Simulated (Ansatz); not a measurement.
Ansatz (a first-principles code) input (B3LYP-D3(BJ)/def2-TZVP):

Ansatz 0.2 input:
```yaml
crystal:
  periodic: [false, false, false]
  atoms:
    - {symbol: Cl, position_ang: [0.35886838, -1.92486189, 1.61284736]}
    - {symbol: Sn, position_ang: [0.00185949, 0.00555931, 0.01569620]}
    - {symbol: Cl, position_ang: [-0.37407628, 2.13030177, 1.33889908]}
    - {symbol: Cl, position_ang: [-2.02319315, -0.46180747, -1.43078242]}
    - {symbol: Cl, position_ang: [2.04811220, 0.27343995, -1.44902185]}
basis:
  gaussian:
    orbitals: def2-TZVP
hamiltonian:
  xc: b3lyp
  dispersion: d3bj
total_charge: -1
magnetization: {spin_polarized: true, initial_magnetization: 1}
relax: {f_tol: 0.002, max_steps: 150}
```

Output:

```
Functional definition: B3LYP
integrals: 0.17 GiB planned
1484 factors; their error is unknown
mean field: 2.23 GiB planned
mean field evaluation 1: about -55933.4306 eV, gradient 1.4e1 eV
mean field evaluation 2: about -55931.3499 eV, gradient 2.6e1 eV
mean field evaluation 4: about -55934.6414 eV, gradient 4.8e-1 eV
mean field evaluation 8: about -55934.8212 eV, gradient 1.2e-1 eV
mean field evaluation 16: about -55934.8212 eV, gradient 2.6e-5 eV
mean field -55934.82120124 eV, -2055.5667651620 hartree, gradient 2.6e-5 eV, S^2 0.753462; 0 other end points of the search recorded, 0 dependent functions left out
the calculation of the forces begins
reference -55934.82148758 eV, -2055.5667756849 hartree; 46, 45 occupied and 152, 153 virtual orbitals, 1484 factors
relax step   1: F+E_penalty+E_count = -55935.19797685 eV  Δ(F+E_penalty+E_count) = +0.000e0 eV  max|allowed force component| = 1.529e-1 eV/Å  Δτ_max = 0.0000 Å  (28 SCF iters, accepted)
these checks for a lower state are left out or cut short: starts, cluster_reference, orbital_swaps, neighbouring_geometries, increment
integrals: 0.17 GiB planned
1484 factors; their error is unknown
mean field: 2.23 GiB planned
mean field -55934.82299821 eV, -2055.5668311996 hartree, gradient 2.5e-5 eV, S^2 0.753152; 0 other end points of the search recorded, 0 dependent functions left out
the calculation of the forces begins
reference -55934.82328236 eV, -2055.5668416417 hartree; 46, 45 occupied and 152, 153 virtual orbitals, 1484 factors
relax step   2: F+E_penalty+E_count = -55935.20565921 eV  Δ(F+E_penalty+E_count) = -7.682e-3 eV  max|allowed force component| = 3.565e-2 eV/Å  Δτ_max = 0.0268 Å  (31 SCF iters, accepted)
these checks for a lower state are left out or cut short: starts, cluster_reference, orbital_swaps, neighbouring_geometries, increment
integrals: 0.17 GiB planned
1484 factors; their error is unknown
mean field: 2.23 GiB planned
mean field -55934.82453009 eV, -2055.5668874952 hartree, gradient 7.9e-6 eV, S^2 0.753207; 0 other end points of the search recorded, 0 dependent functions left out
the calculation of the forces begins
reference -55934.82481465 eV, -2055.5668979524 hartree; 46, 45 occupied and 152, 153 virtual orbitals, 1484 factors
relax step   3: F+E_penalty+E_count = -55935.20606073 eV  Δ(F+E_penalty+E_count) = -4.015e-4 eV  max|allowed force component| = 2.131e-3 eV/Å  Δτ_max = 0.0051 Å  (33 SCF iters, accepted)
these checks for a lower state are left out or cut short: starts, cluster_reference, orbital_swaps, neighbouring_geometries, increment
integrals: 0.17 GiB planned
1484 factors; their error is unknown
mean field: 2.23 GiB planned
mean field evaluation 32: about -55934.8245 eV, gradient 4.0e-2 eV
mean field -55934.82449141 eV, -2055.5668860737 hartree, gradient 4.0e-5 eV, S^2 0.753205; 0 other end points of the search recorded, 0 dependent functions left out
the calculation of the forces begins
reference -55934.82477595 eV, -2055.5668965303 hartree; 46, 45 occupied and 152, 153 virtual orbitals, 1484 factors
relax step   4: F+E_penalty+E_count = -55935.20606239 eV  Δ(F+E_penalty+E_count) = -1.670e-6 eV  max|allowed force component| = 5.870e-4 eV/Å  Δτ_max = 0.0010 Å  (23 SCF iters, accepted)
integrals: 0.17 GiB planned
1484 factors; their error is unknown
mean field: 2.23 GiB planned
mean field -55934.82449141 eV, -2055.5668860737 hartree, gradient 4.0e-5 eV, S^2 0.753205; 1 other end points of the search recorded, 0 dependent functions left out
the calculation of the forces begins
reference -55934.82477595 eV, -2055.5668965303 hartree; 46, 45 occupied and 152, 153 virtual orbitals, 1484 factors
Total energy: -55935.20634694 eV, -2055.5809190053 hartree
Atom 0 at     0.355899    -1.909395     1.599727 Å, force    -0.000072     0.000186    -0.000202 eV/Å
Atom 1 at     0.001882     0.004882     0.016813 Å, force    -0.000091    -0.000036     0.000021 eV/Å
Atom 2 at    -0.371320     2.112527     1.326754 Å, force     0.000010    -0.000347    -0.000337 eV/Å
Atom 3 at    -2.004659    -0.456821    -1.418420 Å, force     0.000587     0.000203     0.000351 eV/Å
Atom 4 at     2.029768     0.271439    -1.437236 Å, force    -0.000434    -0.000007     0.000166 eV/Å
Dipole moment:    -0.000089     0.000096    -0.000181 e Å
```
